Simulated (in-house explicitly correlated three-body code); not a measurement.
Computed with an exponentially correlated three-body code. Model: two electrons around a point charge, non-relativistic, variational in 260 exponentially correlated functions (energies converged to about 1e-7 hartree, or 1e-8 relative for large Z).

For two electrons in a singlet the Kohn-Sham orbital is the square root of half the density, so the exact Kohn-Sham potential and energy parts follow from the density alone, and exchange is minus half the Hartree energy. The Kohn-Sham level equals minus the binding energy of the second electron.

Command:
```bash
python run_hyl.py task.json out
```
Settings (lengths in bohr, energies in hartree):
```
Z                      1.245
interaction_strength   1
functions              260
states_tried           13
```

Time taken, with all properties: 66 s on 1 thread of Arm Neoverse N1 (shared host).

**Those bound S and P states to n = 4 that converged, binding against the one-electron ion.**

Given: nuclear charge 1.245.

Computed: one-electron threshold -0.7750125 hartree.

```tsv
term	energy (hartree)	binding (eV)	quantum defect
1 1S	-0.924219219	4.0601	0.55151
2 3S	-0.790655495	0.42567	0.61487
2 1S	-0.786898181	0.32343	0.41094
2 3P	-0.782700598	0.2092	0.024206
2 1P	-0.7825471	0.20503	0.0041818
3 3S	?	?	?
3 1S	-0.779461216	0.12106	0.40263
3 3P	-0.778408371	0.092406	0.027133
3 1P	-0.778355581	0.09097	0.0037528
4 3S	?	?	?
4 3P	-0.776914571	0.051758	-
4 1P	-0.776891571	0.051132	-
```

What belongs in the row 3 3S?

energy (hartree): -0.780259504; binding (eV): 0.14278; quantum defect: 0.60836.

What belongs in the row 4 3S?

energy (hartree): -0.777618997; binding (eV): 0.070926; quantum defect: 0.6067.

**Converged states only, values per electron or pair.**

```
term  mean r (bohr)  mean r squared (bohr²)  mean inverse r (1/bohr)  mean r12 (bohr)  mean inverse r12 (1/bohr)  mean cosine  mean p1 dot p2 (bohr⁻²)  delta r1 (bohr⁻³)  delta r12 (bohr⁻³)
1 1S          1.787                  4.6547                  0.93309           2.8229                    0.47496    -0.095899                 0.063783             0.3567            0.010992
2 3S         6.5561                  86.867                  0.67676               12                    0.10381    -0.012314               0.00095305            0.30898                   -
2 1S         8.4577                  146.72                  0.66436           15.776                   0.080457   -0.0077265                0.0013522            0.30848          0.00024481
2 3P          10.46                  235.76                  0.65438           19.767                   0.064012   -0.0060986              -0.00080879            0.30688                   -
2 1P         10.759                  248.64                  0.65322           20.361                   0.061433   -0.0046167               0.00056205            0.30709          2.1544e-06
3 3S         18.159                  708.06                  0.64202           35.143                   0.038109   -0.0024919               0.00018975            0.30751                   -
3 1S              ?                       ?                        ?                ?                          ?            ?                        ?                  ?                   ?
3 3P              ?                       ?                        ?                ?                          ?            ?                        ?                  ?                   -
3 1P         26.048                  1492.7                  0.63613           50.911                   0.027252   -0.0013373               0.00019383            0.30712          7.3395e-07
4 3S         35.885                  2812.7                  0.63247           70.579                   0.019615  -0.00088192               6.6873e-05            0.30727                   -
4 3P         46.851                  4857.3                  0.63033           92.509                   0.015701  -0.00075542              -0.00012325            0.30707                   -
4 1P          47.46                  4981.3                  0.63016           93.726                    0.01532  -0.00055758               8.4432e-05            0.30713          3.4232e-07
```

What belongs in the row 3 1S?

mean r (bohr): 21.332; mean r squared (bohr²): 980.6; mean inverse r (1/bohr): 0.63912; mean r12 (bohr): 41.483; mean inverse r12 (1/bohr): 0.032482; mean cosine: -0.0018501; mean p1 dot p2 (bohr⁻²): 0.00031178; delta r1 (bohr⁻³): 0.30746; delta r12 (bohr⁻³): 5.7318e-05.

What belongs in the row 3 3P?

mean r (bohr): 25.578; mean r squared (bohr²): 1441.3; mean inverse r (1/bohr): 0.63653; mean r12 (bohr): 49.972; mean inverse r12 (1/bohr): 0.02813; mean cosine: -0.0018176; mean p1 dot p2 (bohr⁻²): -0.00027476; delta r1 (bohr⁻³): 0.30704.

**Electric-dipole lines between converged S and P states, rate of the upper state's decay.**

| s state | p state | p minus s (eV) | oscillator strength from s | rate (1/s) |
| --- | --- | --- | --- | --- |
| 1 1S | 2 1P | 3.8551 | 0.033609 | 7.2246e+06 |
| 1 1S | 3 1P | 3.9692 | 0.010669 | 2.4311e+06 |
| 1 1S | 4 1P | ? | ? | ? |
| 2 1S | 2 1P | 0.1184 | 0.82192 | 166650 |
| 2 1S | 3 1P | 0.23246 | 7.4935e-05 | 58.567 |
| 2 1S | 4 1P | 0.27229 | 0.00094475 | 1013.2 |
| 3 1S | 2 1P | -0.083971 | -0.37925 | 116040 |
| 3 1S | 3 1P | 0.030086 | 1.3016 | 17041 |
| 3 1S | 4 1P | 0.069924 | 0.0035077 | 248.06 |
| 2 3S | 2 3P | 0.21646 | 0.8721 | 591050 |
| 2 3S | 3 3P | 0.33326 | 0.03197 | 51357 |
| 2 3S | 4 3P | 0.37391 | 0.0069037 | 13961 |
| 3 3S | 2 3P | -0.066426 | -0.47346 | 90649 |
| 3 3S | 3 3P | 0.050372 | 1.3231 | 48558 |
| 3 3S | 4 3P | ? | ? | ? |
| 4 3S | 2 3P | -0.13828 | -0.022902 | 19002 |
| 4 3S | 3 3P | -0.02148 | -0.91899 | 18399 |
| 4 3S | 4 3P | 0.019168 | 1.7317 | 9203.3 |

What belongs in the row 1 1S 4 1P?

p minus s (eV): 4.009; oscillator strength from s: 0.0045755; rate (1/s): 1.0636e+06.

What belongs in the row 3 3S 4 3P?

p minus s (eV): 0.09102; oscillator strength from s: 0.072914; rate (1/s): 8737.2.

**Exact Kohn-Sham parts of the ground state from its density.**

Computed: Kohn-Sham kinetic 0.89293 hartree; Hartree energy 1.0935 hartree; exchange energy -0.54673 hartree; DFT correlation energy -0.040479 hartree; kinetic part of the DFT correlation energy 0.031285 hartree; potential part of the DFT correlation energy -0.071764 hartree; exact minus restricted Hartree-Fock -0.039995 hartree; Kohn-Sham level -4.0601 eV; dipole polarisability 23.377 bohr³; C6 of two such species 90.702 hartree·bohr⁶.

What is the total energy?

-0.924219219 hartree.

What is the restricted Hartree-Fock level?

-4.5285 eV.

The correlation energy of density-functional theory lies 0.48 millihartree below exact minus Hartree-Fock, because the Hartree-Fock density, unlike the exact one, minimises the Hartree-Fock energy.
